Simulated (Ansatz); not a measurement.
Relaxation of Na₃Sn₅⁻ with RKS r2SCAN-D4/def2-SVPD.

```sh
$ ansatz run in.yaml --threads 4 --pin off --events-out ev --progress --plain --max-ram 4787MiB
```

```yaml
crystal:
  periodic: [false, false, false]
  atoms:
    - {symbol: Na, position_ang: [-0.572500, 2.610880, 0.535030]}
    - {symbol: Na, position_ang: [0.705420, 0.968860, -1.811240]}
    - {symbol: Na, position_ang: [-0.783090, 5.377800, 0.285990]}
    - {symbol: Sn, position_ang: [-0.213890, -3.029820, 1.210810]}
    - {symbol: Sn, position_ang: [0.908730, -2.068040, -1.322790]}
    - {symbol: Sn, position_ang: [-0.312670, -0.213940, 0.707190]}
    - {symbol: Sn, position_ang: [-1.823530, -2.063740, -0.761250]}
    - {symbol: Sn, position_ang: [2.091520, -1.582000, 1.156280]}
basis:
  gaussian: {orbitals: def2-SVPD}
total_charge: -1
hamiltonian: {xc: r2scan, dispersion: d4}
scf: {lower_state_search: "off"}
output: {orbitals: {seedname: orbitals}}
relax: {f_tol: 0.02, max_steps: 100}
```

Hardware: 4 threads of Arm Neoverse V1 on a shared host. Wall time 5.1 min, peak host memory 0.55 GiB.

Positions (Å) and forces (eV/Å) at steps 1, 2, 3, 4, 5, 6, 7, 8, 9, 10, 11, 12, 13, 14, 15, 16, 17, 18, 19, 20, 21, 22, 23, 24, 25, 26, 27 of 27:

```xyz
8
step=1 energy=-42417.1133 eV
Na   -0.573    2.611    0.535   -0.148   -0.076    0.340
Na    0.705    0.969   -1.811    0.145   -0.077   -0.299
Na   -0.783    5.378    0.286    0.002    0.606   -0.160
Sn   -0.214   -3.030    1.211   -0.446   -1.616    1.285
Sn    0.909   -2.068   -1.323    0.817   -0.306   -1.563
Sn   -0.313   -0.214    0.707   -0.488    1.051    0.747
Sn   -1.824   -2.064   -0.761   -1.964   -0.043   -1.158
Sn    2.092   -1.582    1.156    2.081    0.460    0.809
8
step=2 energy=-42417.6127 eV
Na   -0.593    2.644    0.571   -0.133    0.047    0.276
Na    0.713    0.956   -1.824    0.090   -0.091   -0.180
Na   -0.781    5.448    0.264    0.008    0.543   -0.156
Sn   -0.243   -3.156    1.298    0.165    0.430   -0.457
Sn    0.973   -2.102   -1.444   -0.243   -0.079    0.528
Sn   -0.350   -0.164    0.773    0.060   -0.970    0.132
Sn   -1.990   -2.076   -0.862    0.579    0.128    0.201
Sn    2.272   -1.551    1.224   -0.528   -0.007   -0.344
8
step=3 energy=-42417.8187 eV
Na   -0.650    2.712    0.689   -0.092   -0.136    0.244
Na    0.651    0.869   -1.709    0.091   -0.041   -0.199
Na   -0.739    5.592    0.132    0.022    0.375   -0.148
Sn   -0.189   -3.209    1.189    0.013    0.101   -0.069
Sn    0.990   -2.176   -1.444   -0.164    0.204    0.292
Sn   -0.390   -0.236    0.884    0.087   -0.520   -0.039
Sn   -1.936   -2.030   -0.905    0.296    0.042    0.097
Sn    2.263   -1.523    1.163   -0.254   -0.024   -0.177
8
step=4 energy=-42417.9474 eV
Na   -0.722    2.717    0.860   -0.049   -0.123    0.147
Na    0.640    0.870   -1.716    0.015    0.025   -0.060
Na   -0.690    5.714   -0.011    0.032    0.140   -0.109
Sn   -0.167   -3.266    1.149   -0.004   -0.049    0.008
Sn    0.982   -2.130   -1.428   -0.011    0.061    0.015
Sn   -0.392   -0.317    0.915    0.003   -0.031   -0.001
Sn   -1.903   -2.042   -0.913    0.024   -0.007    0.008
Sn    2.252   -1.547    1.142   -0.012   -0.016   -0.009
8
step=5 energy=-42417.9938 eV
Na   -0.792    2.692    1.036   -0.016   -0.063    0.060
Na    0.612    0.920   -1.700   -0.023    0.054    0.013
Na   -0.620    5.721   -0.173    0.030    0.005   -0.070
Sn   -0.147   -3.307    1.109   -0.003   -0.030    0.004
Sn    0.984   -2.073   -1.433    0.033    0.024   -0.054
Sn   -0.398   -0.350    0.942   -0.008    0.037    0.012
Sn   -1.890   -2.044   -0.919   -0.051   -0.015   -0.006
Sn    2.251   -1.560    1.138    0.038   -0.010    0.041
8
step=6 energy=-42418.0251 eV
Na   -0.840    2.659    1.170    0.002   -0.031    0.012
Na    0.561    1.003   -1.650   -0.034    0.060    0.034
Na   -0.542    5.644   -0.333    0.026   -0.060   -0.045
Sn   -0.126   -3.334    1.061   -0.001   -0.016   -0.008
Sn    0.989   -1.998   -1.446    0.024    0.026   -0.029
Sn   -0.407   -0.372    0.976   -0.003    0.029    0.010
Sn   -1.890   -2.036   -0.925   -0.011   -0.002    0.009
Sn    2.255   -1.566    1.147   -0.002   -0.006    0.015
8
step=7 energy=-42418.0553 eV
Na   -0.866    2.626    1.258    0.004   -0.010    0.003
Na    0.500    1.095   -1.586   -0.031    0.051    0.028
Na   -0.470    5.521   -0.471    0.023   -0.083   -0.033
Sn   -0.108   -3.354    1.013    0.003    0.012   -0.025
Sn    0.995   -1.918   -1.457    0.000    0.035    0.017
Sn   -0.417   -0.386    1.014    0.005   -0.010    0.003
Sn   -1.886   -2.018   -0.927   -0.001    0.006    0.003
Sn    2.252   -1.566    1.156   -0.004    0.000    0.004
8
step=8 energy=-42418.0836 eV
Na   -0.880    2.595    1.323    0.002   -0.005    0.009
Na    0.440    1.182   -1.534   -0.025    0.030    0.016
Na   -0.408    5.375   -0.584    0.020   -0.078   -0.029
Sn   -0.094   -3.359    0.968   -0.002   -0.020   -0.007
Sn    0.997   -1.837   -1.454    0.014    0.039   -0.014
Sn   -0.423   -0.400    1.046   -0.010    0.017    0.027
Sn   -1.886   -1.993   -0.933    0.019    0.015    0.007
Sn    2.254   -1.562    1.168   -0.019    0.002   -0.008
8
step=9 energy=-42418.1047 eV
Na   -0.890    2.575    1.388    0.002    0.009    0.011
Na    0.376    1.245   -1.491   -0.025    0.016    0.011
Na   -0.352    5.218   -0.687    0.014   -0.053   -0.025
Sn   -0.086   -3.371    0.928    0.011    0.057   -0.052
Sn    1.012   -1.762   -1.464   -0.031    0.030    0.080
Sn   -0.435   -0.401    1.093    0.030   -0.071   -0.033
Sn   -1.864   -1.950   -0.937   -0.070    0.003   -0.036
Sn    2.239   -1.554    1.170    0.070    0.007    0.042
8
step=10 energy=-42418.1229 eV
Na   -0.833    2.566    1.442    0.005    0.008    0.033
Na    0.182    1.263   -1.447   -0.012    0.031   -0.070
Na   -0.286    5.114   -0.798   -0.001   -0.043   -0.003
Sn   -0.077   -3.379    0.851    0.002   -0.013   -0.014
Sn    1.060   -1.666   -1.434   -0.026    0.005    0.061
Sn   -0.445   -0.432    1.140   -0.011   -0.011   -0.002
Sn   -1.841   -1.911   -0.980    0.024    0.028   -0.009
Sn    2.239   -1.554    1.225    0.019   -0.005    0.004
8
step=11 energy=-42418.1387 eV
Na   -0.759    2.569    1.569    0.035   -0.032   -0.035
Na    0.006    1.286   -1.528   -0.031   -0.026    0.010
Na   -0.264    4.948   -0.878   -0.010    0.014    0.007
Sn   -0.093   -3.378    0.797   -0.010    0.022   -0.005
Sn    1.116   -1.582   -1.385    0.040    0.011    0.002
Sn   -0.439   -0.426    1.156   -0.014    0.002    0.022
Sn   -1.802   -1.844   -1.031    0.048    0.018    0.028
Sn    2.233   -1.573    1.299   -0.059   -0.008   -0.028
8
step=12 energy=-42418.1536 eV
Na   -0.599    2.556    1.579    0.036   -0.019   -0.014
Na   -0.190    1.277   -1.547   -0.013   -0.053   -0.001
Na   -0.277    4.903   -0.928   -0.009    0.028    0.009
Sn   -0.107   -3.389    0.742    0.015    0.035   -0.019
Sn    1.187   -1.506   -1.338   -0.008    0.014    0.052
Sn   -0.466   -0.449    1.197   -0.026    0.011   -0.012
Sn   -1.747   -1.800   -1.082    0.021    0.000    0.002
Sn    2.199   -1.592    1.377   -0.015   -0.016   -0.018
8
step=13 energy=-42418.1691 eV
Na   -0.403    2.540    1.579    0.043   -0.019   -0.021
Na   -0.338    1.231   -1.582   -0.012    0.012    0.000
Na   -0.308    4.908   -0.934   -0.006    0.013    0.010
Sn   -0.107   -3.393    0.703    0.026    0.028   -0.003
Sn    1.232   -1.440   -1.286   -0.008   -0.008    0.031
Sn   -0.522   -0.464    1.209   -0.051   -0.006   -0.015
Sn   -1.710   -1.802   -1.139    0.041   -0.011    0.022
Sn    2.156   -1.581    1.451   -0.034   -0.007   -0.023
8
step=14 energy=-42418.1884 eV
Na   -0.212    2.508    1.552    0.053   -0.049   -0.024
Na   -0.439    1.224   -1.602   -0.008   -0.007    0.018
Na   -0.326    4.931   -0.919   -0.002   -0.006    0.008
Sn   -0.084   -3.400    0.689    0.041    0.024    0.018
Sn    1.250   -1.396   -1.250   -0.034    0.020    0.010
Sn   -0.610   -0.488    1.208   -0.049    0.010   -0.028
Sn   -1.682   -1.846   -1.180    0.021    0.002   -0.008
Sn    2.102   -1.533    1.503   -0.023    0.006    0.006
8
step=15 energy=-42418.2159 eV
Na   -0.028    2.447    1.527    0.068   -0.065   -0.030
Na   -0.526    1.214   -1.612   -0.017    0.013    0.016
Na   -0.333    4.915   -0.902    0.001   -0.010    0.009
Sn   -0.056   -3.392    0.681    0.049    0.029    0.019
Sn    1.255   -1.338   -1.220   -0.032    0.013    0.003
Sn   -0.700   -0.502    1.198   -0.063    0.001   -0.019
Sn   -1.661   -1.883   -1.223    0.035   -0.002   -0.002
Sn    2.048   -1.462    1.550   -0.041    0.019    0.005
8
step=16 energy=-42418.2543 eV
Na    0.146    2.368    1.493    0.083   -0.090   -0.041
Na   -0.609    1.217   -1.620   -0.022    0.014    0.020
Na   -0.331    4.893   -0.882    0.004   -0.014    0.011
Sn   -0.022   -3.380    0.679    0.057    0.029    0.029
Sn    1.254   -1.280   -1.193   -0.042    0.030    0.000
Sn   -0.793   -0.518    1.189   -0.065    0.001   -0.022
Sn   -1.637   -1.920   -1.260    0.036   -0.002   -0.010
Sn    1.990   -1.380    1.593   -0.050    0.031    0.014
8
step=17 energy=-42418.3046 eV
Na    0.313    2.267    1.448    0.097   -0.105   -0.050
Na   -0.687    1.224   -1.624   -0.032    0.024    0.018
Na   -0.324    4.865   -0.859    0.006   -0.018    0.012
Sn    0.016   -3.361    0.681    0.063    0.034    0.032
Sn    1.247   -1.216   -1.166   -0.039    0.035   -0.002
Sn   -0.883   -0.532    1.179   -0.073   -0.004   -0.018
Sn   -1.613   -1.954   -1.293    0.042   -0.004   -0.010
Sn    1.931   -1.292    1.634   -0.063    0.038    0.018
8
step=18 energy=-42418.3599 eV
Na    0.460    2.152    1.394    0.109   -0.089   -0.043
Na   -0.741    1.242   -1.617   -0.058    0.035   -0.014
Na   -0.314    4.841   -0.839    0.010   -0.012    0.018
Sn    0.060   -3.341    0.694    0.045    0.052    0.017
Sn    1.229   -1.157   -1.149   -0.021    0.037    0.025
Sn   -0.974   -0.546    1.168   -0.040   -0.030   -0.016
Sn   -1.592   -1.987   -1.319    0.036   -0.029   -0.002
Sn    1.871   -1.204    1.667   -0.081    0.036    0.015
8
step=19 energy=-42418.4082 eV
Na    0.610    2.050    1.334    0.064   -0.082   -0.078
Na   -0.830    1.280   -1.638   -0.030   -0.028    0.054
Na   -0.299    4.830   -0.813    0.008   -0.035    0.014
Sn    0.102   -3.322    0.706    0.038    0.005    0.009
Sn    1.220   -1.098   -1.118   -0.040    0.075   -0.007
Sn   -1.050   -0.569    1.158   -0.040    0.042   -0.027
Sn   -1.562   -2.030   -1.340    0.050    0.014   -0.004
Sn    1.810   -1.141    1.712   -0.050    0.009    0.039
8
step=20 energy=-42418.4342 eV
Na    0.731    1.930    1.238    0.083    0.065   -0.047
Na   -0.903    1.264   -1.593   -0.103    0.097   -0.069
Na   -0.285    4.774   -0.805    0.012    0.001    0.017
Sn    0.138   -3.295    0.700   -0.002    0.063   -0.042
Sn    1.202   -0.991   -1.086    0.097   -0.037    0.052
Sn   -1.110   -0.551    1.142   -0.039   -0.100    0.072
Sn   -1.525   -2.025   -1.363    0.005   -0.058    0.007
Sn    1.751   -1.105    1.767   -0.051   -0.030    0.011
8
step=21 energy=-42418.4753 eV
Na    0.876    1.898    1.111   -0.007   -0.016   -0.077
Na   -1.059    1.302   -1.590    0.002   -0.036    0.052
Na   -0.278    4.771   -0.801    0.003   -0.022    0.002
Sn    0.167   -3.297    0.665    0.008   -0.017   -0.015
Sn    1.244   -0.932   -1.021   -0.078    0.051    0.048
Sn   -1.169   -0.593    1.172    0.096    0.005   -0.055
Sn   -1.463   -2.022   -1.389   -0.009    0.038   -0.031
Sn    1.682   -1.125    1.853   -0.014   -0.001    0.076
8
step=22 energy=-42418.4850 eV
Na    0.915    1.904    1.041    0.061    0.028    0.045
Na   -1.121    1.292   -1.586   -0.025   -0.031   -0.007
Na   -0.265    4.723   -0.781   -0.024    0.078   -0.042
Sn    0.181   -3.295    0.637    0.001   -0.007   -0.008
Sn    1.249   -0.892   -0.986   -0.011   -0.024   -0.016
Sn   -1.166   -0.591    1.173    0.004   -0.048   -0.004
Sn   -1.448   -2.004   -1.401    0.010    0.031    0.000
Sn    1.657   -1.137    1.903   -0.016   -0.028    0.031
8
step=23 energy=-42418.4870 eV
Na    0.991    1.924    1.007   -0.047   -0.121   -0.059
Na   -1.174    1.288   -1.550    0.036   -0.016    0.055
Na   -0.289    4.744   -0.826    0.001   -0.003    0.000
Sn    0.184   -3.313    0.600    0.005    0.016   -0.014
Sn    1.259   -0.870   -0.947    0.018    0.028    0.016
Sn   -1.167   -0.616    1.183   -0.002    0.033    0.009
Sn   -1.430   -1.978   -1.423    0.026    0.024    0.033
Sn    1.628   -1.180    1.957   -0.037    0.038   -0.040
8
step=24 energy=-42418.4914 eV
Na    1.023    1.879    0.974   -0.044   -0.046   -0.040
Na   -1.190    1.294   -1.514    0.012    0.008    0.017
Na   -0.295    4.766   -0.851    0.010   -0.013    0.013
Sn    0.194   -3.312    0.590    0.005    0.003   -0.011
Sn    1.271   -0.858   -0.937   -0.031    0.015    0.047
Sn   -1.192   -0.632    1.195    0.060    0.025   -0.033
Sn   -1.413   -1.962   -1.427   -0.013   -0.009   -0.005
Sn    1.601   -1.175    1.971    0.001    0.018    0.011
8
step=25 energy=-42418.4932 eV
Na    1.004    1.867    0.967   -0.019   -0.009   -0.023
Na   -1.189    1.299   -1.517    0.010   -0.002    0.013
Na   -0.287    4.772   -0.847    0.004   -0.012    0.006
Sn    0.199   -3.311    0.591   -0.001   -0.001   -0.002
Sn    1.268   -0.860   -0.935   -0.009    0.016    0.008
Sn   -1.185   -0.628    1.192    0.020    0.010   -0.011
Sn   -1.416   -1.966   -1.423   -0.005   -0.001   -0.003
Sn    1.605   -1.172    1.972    0.001   -0.001    0.011
8
step=26 energy=-42418.4926 eV rejected
Na    0.997    1.865    0.953    0.058    0.060    0.058
Na   -1.194    1.299   -1.519   -0.027   -0.001   -0.032
Na   -0.283    4.769   -0.842   -0.017    0.050   -0.025
Sn    0.201   -3.309    0.588   -0.003    0.001   -0.004
Sn    1.266   -0.852   -0.929    0.023   -0.048   -0.026
Sn   -1.176   -0.623    1.189   -0.047   -0.041    0.025
Sn   -1.420   -1.968   -1.424    0.027    0.008    0.028
Sn    1.608   -1.180    1.985   -0.016   -0.029   -0.024
8
step=27 energy=-42418.4934 eV
Na    1.003    1.869    0.961   -0.010   -0.009   -0.012
Na   -1.190    1.299   -1.516    0.002    0.001    0.003
Na   -0.287    4.773   -0.847    0.003   -0.004    0.004
Sn    0.199   -3.311    0.589   -0.001    0.002   -0.002
Sn    1.268   -0.858   -0.932    0.003    0.004    0.004
Sn   -1.181   -0.628    1.191    0.004    0.003    0.002
Sn   -1.417   -1.966   -1.423    0.003    0.000    0.004
Sn    1.606   -1.178    1.977   -0.004    0.003   -0.004
```

In the def2 sets Sn takes a core potential; there is no spin–orbit coupling. The restricted singlet is unstable towards broken spin symmetry in Hartree–Fock (as tested in another run); at r2SCAN-D4/def2-SVPD this wasn't settled. The structure comes from a short search, and lower isomers may exist.
